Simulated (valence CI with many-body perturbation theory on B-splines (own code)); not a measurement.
Ce XXXVII: magnetic and hyperfine properties of the levels

Computed by relativistic CI+MBPT: four valence electrons over a frozen Dirac-Fock core [Ar], a basis of 7 s, 7 p, 8 d, 6 f, 4 g, 1 h functions for each j, with the one-electron correlation potential Σ1, the two-electron term Σ2, the three-electron term Σ3, Breit, model QED; selected CI, second order for the rest, scaled by the run's own slope (own B-spline code, finite nucleus).

The last digits are not significant, and no measured levels were compared; by estimate large intervals hold to a few tenths of a per cent, small ones and those within an open d or f shell to about a per cent. Only levels of the ground parity were solved; by the run's estimate the other parity begins above the list, which can be wrong where configurations are misplaced.

A/g_I is the dipole constant over the nuclear g factor μ/I (μ in nuclear magnetons, uniformly magnetised nucleus), B/Q the quadrupole constant per barn. Both hold the static response of the core; the bare values leave it out. Large factors of s and p1/2 electrons are usually good to 5 to 10 %; those of open d and f shells near neutrality can be off by tens of per cent, and small factors of p3/2, d and f electrons come from cancelling terms and can be off by a factor of two or in sign, in half-filled shells by more. B is blank for J = 1/2, where it vanishes, and for nearly pure S terms. Energies count from the lowest level. Levels with J = 0 are left out.

Levels are named by their leading jj configuration (3d3/2^4 stands for four electrons in 3d with j = 3/2), which in mixed levels can hold well under half, so a name can repeat and another be missing. Letters in brackets count levels of one name in rising energy.

```
                    Level  E (eV)      g  A/g_I (MHz)  A/g_I bare  B/Q (MHz/b)  B/Q bare
      (3d3/2^3 3d5/2) J=1   15.99  1.494        -1640        -865         8910      9050
      (3d3/2^3 3d5/2) J=2   23.92  1.341        12500       13000        13500     13800
      (3d3/2^3 3d5/2) J=4   25.07  1.121        24400       24600        -1350     -1420
      (3d3/2^3 3d5/2) J=3   27.15  1.249        19600       20000         6910      7020
(3d3/2^2 3d5/2^2) J=4 [a]   40.76  1.151        20300       20500        -8620     -8790
(3d3/2^2 3d5/2^2) J=2 [a]   42.01  1.062        14900       15000        16100     16400
(3d3/2^2 3d5/2^2) J=3 [a]   42.78  1.066        19900       20000         4190      4260
    (3d3/2^2 3d5/2^2) J=5   45.79  1.078        23200       23400        21100     21400
    (3d3/2^2 3d5/2^2) J=1   47.60  1.203        23600       23900          859       858
    (3d3/2^2 3d5/2^2) J=6   47.97  1.086        24300       24500        24500     24900
(3d3/2^2 3d5/2^2) J=4 [b]   51.22  1.028        26400       26500        -9250     -9390
(3d3/2^2 3d5/2^2) J=3 [b]   52.08  1.131        24700       25000         8290      8430
(3d3/2^2 3d5/2^2) J=2 [b]   52.27  1.128        22200       22400         6180      6280
(3d3/2^2 3d5/2^2) J=2 [c]   60.62  1.024        31400       31500         -585      -607
  (3d3/2 3d5/2^3) J=4 [a]   61.00  1.213        17100       17400        14400     14600
  (3d3/2 3d5/2^3) J=3 [a]   65.67  1.122        15700       15900          937       965
(3d3/2^2 3d5/2^2) J=4 [c]   68.46  1.109        18900       19100        11200     11400
      (3d3/2 3d5/2^3) J=5   69.16  1.143        20100       20300       -13800    -14000
  (3d3/2 3d5/2^3) J=1 [a]   69.34  0.834        26600       26500        10500     10700
      (3d3/2 3d5/2^3) J=6   70.17  1.068        23100       23200        28700     29200
(3d3/2^2 3d5/2^2) J=2 [d]   71.35  1.306        17700       18100        -7200     -7290
  (3d3/2 3d5/2^3) J=2 [a]   76.19  1.001        26600       26700        21200     21500
  (3d3/2 3d5/2^3) J=3 [b]   77.18  1.086        22100       22200        11700     11900
  (3d3/2 3d5/2^3) J=3 [c]   87.16  1.059        24800       24900        32300     32800
  (3d3/2 3d5/2^3) J=1 [b]   87.70  1.445         4860        5550       -14300    -14500
  (3d3/2 3d5/2^3) J=4 [b]   88.22  1.032        24500       24600        25900     26400
  (3d3/2 3d5/2^3) J=2 [b]   90.45  1.076        23600       23700       -17000    -17300
            (3d5/2^4) J=4   94.12  1.153        17800       18100       -25300    -25800
            (3d5/2^4) J=2  104.91  1.013        20100       20200        -3190     -3240
```
